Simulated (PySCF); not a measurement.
AlH₃S₂, SMILES [SH][AlH][SH]. The structure is a stationary point at B3LYP-D3(BJ)/def2-TZVP. Other conformers were not sampled.

TDDFT-M06-2X/def2-SVPD run with PySCF puts the lowest singlet excitations at 5.77, 6.04, 6.11, 6.31, 6.41, 6.44 eV.

What are the lowest excitation roots from ADC(2)/aug-cc-pVDZ (PySCF)? (The exact figures need the calculation; the answer reports its results.)

5.95, 6.07, 6.44, 6.56, 6.74, 7.07 eV. S1 differs by 0.17 eV (second minus first; roots are paired by order, and the bases may differ).
